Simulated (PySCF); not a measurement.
## Shifts of the heteroatoms

Cartesian coordinates in Å; atom numbers follow the order of the lines, from 1:
```xyz
16

N     3.3443   -0.2054    1.6442
C     2.7155   -0.2657    0.6840
C     1.9124   -0.3400   -0.5296
C     0.4452   -0.1003   -0.2633
C    -0.4019   -1.1669    0.0079
C    -1.7461   -0.9467    0.2658
C    -2.2529    0.3440    0.2553
C    -1.4110    1.4128   -0.0140
C    -0.0674    1.1908   -0.2717
H     2.0651   -1.3255   -0.9772
H     2.3001    0.3970   -1.2379
H    -0.0074   -2.1775    0.0192
H    -2.3987   -1.7862    0.4749
H    -3.3036    0.5170    0.4558
H    -1.8013    2.4237   -0.0249
H     0.5897    2.0289   -0.4785
```

PySCF 2.14 calculation with σ from GIAO-B97-2/pcSseg-2 and coordinates at the PBE0-D3(BJ)/def2-TZVP level; one conformer, isolated molecule, non-relativistic, one averaged value for each set of equivalent atoms.

Task: What are the ¹⁵N shifts?

Result: 
```
atoms       environment  σ (ppm)  δ (ppm)
   N1  nitrile nitrogen    -29.6   -122.5
```

Shieldings were converted by a linear fit to measured shifts: ¹⁵N (scatter 6.4 ppm rms vs CH3NO2, solution or neat liquid). A few per cent of atoms miss by over 2 rms, more outside the fitted compound classes.

On a 400 MHz spectrometer ¹⁵N resonates near 40.5 MHz, so 1 ppm is 40.5 Hz.
